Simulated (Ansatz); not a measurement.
## Nudged elastic band run: F$_{3}$H$_{5}$OSiTi

input.yaml

```yaml
crystal:
  periodic: [false, false, false]
  atoms:
    - { symbol: Ti, position_ang: [0.057635, -0.240675, 0.033423] }
    - { symbol: F, position_ang: [0.105101, -0.120378, 1.776153] }
    - { symbol: O, position_ang: [1.607574, -0.833856, -0.545628] }
    - { symbol: Si, position_ang: [3.048481, -1.501641, -1.100478] }
    - { symbol: H, position_ang: [2.728344, -2.614219, -2.034625] }
    - { symbol: H, position_ang: [3.824305, -0.445137, -1.803301] }
    - { symbol: H, position_ang: [3.815533, -2.015576, 0.065904] }
    - { symbol: F, position_ang: [-0.253813, 1.329336, -0.659] }
    - { symbol: F, position_ang: [-1.196245, -1.350405, -0.454814] }
    - { symbol: H, position_ang: [-2.909788, 0.535832, 1.296998] }
    - { symbol: H, position_ang: [-2.381227, 0.554419, 1.844868] }
basis:
  gaussian: { orbitals: def2-SVP }
hamiltonian:
  xc: b3lyp
  dispersion: d4
neb:
  order_check: false
  images: 7
  f_tol: 0.5
  max_iterations: 60
  final_atoms:
    - { symbol: Ti, position_ang: [-0.66234684, -0.28685484, -0.46285988] }
    - { symbol: F, position_ang: [0.74972703, 0.61251627, 1.34493132] }
    - { symbol: O, position_ang: [0.81465874, -1.19408873, -0.76367564] }
    - { symbol: Si, position_ang: [2.48402928, -1.38643339, -0.61703789] }
    - { symbol: H, position_ang: [2.94014878, -2.29910291, -1.69861267] }
    - { symbol: H, position_ang: [3.14726344, -0.06206086, -0.75025598] }
    - { symbol: H, position_ang: [2.77866404, -1.98461082, 0.71217073] }
    - { symbol: F, position_ang: [-0.67949271, 1.39014645, -0.93577843] }
    - { symbol: F, position_ang: [-1.94733878, -1.06320132, -1.33460609] }
    - { symbol: H, position_ang: [-1.21539863, -0.58299949, 1.14968064] }
    - { symbol: H, position_ang: [0.03598565, 0.15438963, 1.77554389] }
  initial_path:
    images:
      - { positions_ang: [[0.057635, -0.240675, 0.033423], [0.105101, -0.120378, 1.776153], [1.607574, -0.833856, -0.545628], [3.048481, -1.501641, -1.100478], [2.728344, -2.614219, -2.034625], [3.824305, -0.445137, -1.803301], [3.815533, -2.015576, 0.065904], [-0.253813, 1.329336, -0.659], [-1.196245, -1.350405, -0.454814], [-2.909788, 0.535832, 1.296998], [-2.381227, 0.554419, 1.844868]] }
      - { positions_ang: [[0.04327915, -0.18049869, 0.02531697], [0.07516084, -0.09584307, 1.87732335], [1.65946248, -0.62465413, -0.56573046], [2.96660799, -1.46914044, -1.06563974], [2.51953324, -2.54533627, -1.94491995], [3.83536957, -0.58619559, -1.79944036], [3.65912991, -2.00242125, 0.12160999], [-0.40401877, 1.37230023, -0.6439859], [-1.11227954, -1.38411508, -0.49848334], [-2.65785161, 0.4012173, 1.12740895], [-2.13849326, 0.41238699, 1.78604048]] }
      - { positions_ang: [[0.02892331, -0.12032237, 0.01721094], [0.04522069, -0.07130814, 1.97849371], [1.71135095, -0.41545226, -0.58583291], [2.88473499, -1.43663988, -1.03080148], [2.31072247, -2.47645355, -1.85521489], [3.84643414, -0.72725418, -1.79557971], [3.50272683, -1.98926649, 0.17731598], [-0.55422453, 1.41526446, -0.6289718], [-1.02831408, -1.41782516, -0.54215268], [-2.40591523, 0.2666026, 0.9578199], [-1.89575953, 0.27035498, 1.72721295]] }
      - { positions_ang: [[0.01456746, -0.06014606, 0.00910491], [0.01528053, -0.04677321, 2.07966406], [1.76323943, -0.20625039, -0.60593537], [2.80286198, -1.40413932, -0.99596322], [2.10191171, -2.40757082, -1.76550984], [3.85749871, -0.86831277, -1.79171907], [3.34632374, -1.97611174, 0.23302197], [-0.7044303, 1.45822868, -0.61395771], [-0.94434862, -1.45153525, -0.58582201], [-2.15397884, 0.1319879, 0.78823084], [-1.65302579, 0.12832297, 1.66838543]] }
      - { positions_ang: [[0.00021161, 3.025e-05, 0.00099888], [-0.01465963, -0.02223828, 2.18083442], [1.8151279, 0.00295147, -0.62603783], [2.72098897, -1.37163876, -0.96112496], [1.89310095, -2.3386881, -1.67580479], [3.86856328, -1.00937136, -1.78785842], [3.18992065, -1.96295698, 0.28872796], [-0.85463606, 1.50119291, -0.59894361], [-0.86038317, -1.48524533, -0.62949135], [-1.90204246, -0.0026268, 0.61864179], [-1.41029206, -0.01370903, 1.6095579]] }
      - { positions_ang: [[-0.165428, -0.07169102, -0.11496581], [0.17643704, 0.13645036, 1.97185864], [1.56501061, -0.29630858, -0.66044728], [2.66174905, -1.37533742, -0.87510319], [2.15486291, -2.3287918, -1.68150676], [3.68823832, -0.77254373, -1.52845781], [3.0871065, -1.96837044, 0.39458865], [-0.81085022, 1.4734313, -0.68315231], [-1.13212207, -1.37973433, -0.80577004], [-1.7303815, -0.14771998, 0.7514015], [-1.04872263, 0.02831563, 1.6510544]] }
      - { positions_ang: [[-0.33106761, -0.14341229, -0.2309305], [0.3675337, 0.295139, 1.76288287], [1.31489332, -0.59556863, -0.69485673], [2.60250912, -1.37903607, -0.78908142], [2.41662486, -2.31889551, -1.68720873], [3.50791336, -0.53571611, -1.2690572], [2.98429235, -1.9737839, 0.50044935], [-0.76706438, 1.44566968, -0.76736102], [-1.40386097, -1.27422333, -0.98204872], [-1.55872055, -0.29281315, 0.88416121], [-0.6871532, 0.0703403, 1.6925509]] }
      - { positions_ang: [[-0.49670722, -0.21513357, -0.34689519], [0.55863036, 0.45382763, 1.5539071], [1.06477603, -0.89482868, -0.72926618], [2.5432692, -1.38273473, -0.70305966], [2.67838682, -2.30899921, -1.6929107], [3.3275884, -0.29888848, -1.00965659], [2.88147819, -1.97919736, 0.60631004], [-0.72327855, 1.41790807, -0.85156972], [-1.67559988, -1.16871233, -1.15832741], [-1.38705959, -0.43790632, 1.01692093], [-0.32558378, 0.11236497, 1.73404739]] }
      - { positions_ang: [[-0.66234684, -0.28685484, -0.46285988], [0.74972703, 0.61251627, 1.34493132], [0.81465874, -1.19408873, -0.76367564], [2.48402928, -1.38643339, -0.61703789], [2.94014878, -2.29910291, -1.69861267], [3.14726344, -0.06206086, -0.75025598], [2.77866404, -1.98461082, 0.71217073], [-0.67949271, 1.39014645, -0.93577843], [-1.94733878, -1.06320132, -1.33460609], [-1.21539863, -0.58299949, 1.14968064], [0.03598565, 0.15438963, 1.77554389]] }
```

Run as:

```bash
$ ansatz run input.yaml --threads 4 --pin off --max-ram 5120MiB --backend cpu --events-out ev --progress --plain --runs-dir out
```

Output, in part (warnings, iteration lines, the closing report on the highest movable image, with atoms numbered from 0):

```
NEB end point (image 0): max|allowed force component| = 2.609e-2 eV/Å (the criterion of neb.relax_end_points is 1.000e-1)
NEB end point (image 8): max|allowed force component| = 6.943e-3 eV/Å (the criterion of neb.relax_end_points is 1.000e-1)
NEB iter   1: max|band force component| = 6.245e0 eV/Å  barrier→ = 3.6390 eV  barrier← = 1.9196 eV  Δτ_max = 0.2000 Å  (279 SCF iters)
NEB iter   2: max|band force component| = 3.472e0 eV/Å  barrier→ = 2.3436 eV  barrier← = 0.6243 eV  Δτ_max = 0.2000 Å  (268 SCF iters)
NEB iter   3: max|band force component| = 6.870e0 eV/Å  barrier→ = 2.0179 eV  barrier← = 0.2985 eV  Δτ_max = 0.0990 Å  (261 SCF iters)
NEB iter   4: max|band force component| = 1.782e0 eV/Å  barrier→ = 1.9238 eV  barrier← = 0.2044 eV  Δτ_max = 0.1972 Å  (235 SCF iters)
NEB iter   5: max|band force component| = 1.113e0 eV/Å  barrier→ = 1.9213 eV  barrier← = 0.2019 eV  Δτ_max = 0.2000 Å  (250 SCF iters)
NEB iter   6: max|band force component| = 1.047e0 eV/Å  barrier→ = 1.8878 eV  barrier← = 0.1685 eV  Δτ_max = 0.2000 Å  (258 SCF iters)
NEB iter   7: max|band force component| = 1.021e0 eV/Å  barrier→ = 1.8500 eV  barrier← = 0.1306 eV  Δτ_max = 0.1996 Å  (259 SCF iters)
NEB iter   8: max|band force component| = 5.164e-1 eV/Å  barrier→ = 1.8258 eV  barrier← = 0.1064 eV  Δτ_max = 0.1988 Å  (251 SCF iters)
NEB iter   9: max|band force component| = 4.799e-1 eV/Å  barrier→ = 1.8153 eV  barrier← = 0.0959 eV  CI = image 6  Δτ_max = 0.0000 Å  (469 SCF iters)
Total energy: -41265.96880328 eV, -1516.4963824422 hartree
Atom 0 at    -0.463769    -0.045133    -0.303130 Å, force    -0.003678     0.074479    -0.133442 eV/Å
Atom 1 at     0.038769     0.705842     1.725589 Å, force    -0.284911    -0.420972     0.096746 eV/Å
Atom 2 at     1.149747    -0.649239    -0.605548 Å, force     0.100037    -0.047352     0.058425 eV/Å
Atom 3 at     2.630400    -1.449081    -0.764282 Å, force    -0.185415     0.066559     0.104501 eV/Å
Atom 4 at     2.383241    -2.711822    -1.491362 Å, force     0.006876    -0.160344    -0.081033 eV/Å
Atom 5 at     3.579802    -0.599650    -1.513692 Å, force     0.061197     0.127454    -0.086019 eV/Å
Atom 6 at     3.151923    -1.720210     0.598266 Å, force     0.027845    -0.021374     0.055167 eV/Å
Atom 7 at    -0.710601     1.635359    -0.699520 Å, force    -0.009015    -0.009937     0.021857 eV/Å
Atom 8 at    -1.504073    -0.852736    -1.435458 Å, force    -0.022294    -0.053834    -0.004732 eV/Å
Atom 9 at    -1.217027    -0.912737     1.098696 Å, force    -0.042494    -0.009143    -0.067375 eV/Å
Atom 10 at    -0.592513    -0.102893     1.809941 Å, force     0.351852     0.454465     0.035905 eV/Å
Dipole moment:     0.401757    -0.320839     0.118725 e Å
```

The forces met the threshold. The threshold of 0.5 eV/Å is loose, so the images may lie well off the minimum-energy path. The order of the point at the top wasn't checked. The orbitals stay closed-shell, which can raise the energy where a bond breaks towards radicals; this wasn't checked here.

Final band (atoms are numbered from 1 in the order of the input):

| image | path coordinate (Å) | energy (kJ/mol) | H10–H11 (Å) | Ti1–H10 (Å) | F2–H11 (Å) |
| --- | --- | --- | --- | --- | --- |
| 0 | 0.00 | 0.0 | 0.76 | 3.32 | 2.58 |
| 1 | 0.99 | 1.2 | 0.76 | 3.27 | 2.62 |
| 2 | 1.98 | 5.0 | 0.76 | 3.23 | 2.61 |
| 3 | 2.98 | 9.7 | 0.78 | 3.16 | 2.45 |
| 4 | 3.97 | 25.5 | 0.74 | 2.75 | 2.13 |
| 5 | 4.99 | 65.3 | 0.78 | 2.28 | 1.81 |
| 6 | 6.02 | 175.1 | 1.25 | 1.81 | 1.03 |
| 7 | 7.04 | 167.7 | 1.50 | 1.74 | 0.96 |
| 8 | 8.05 | 165.9 | 1.58 | 1.73 | 0.95 |

Time of the run: 2.7 min on 4 threads of Arm Neoverse V2 (shared host), peak memory 0.37 GiB.
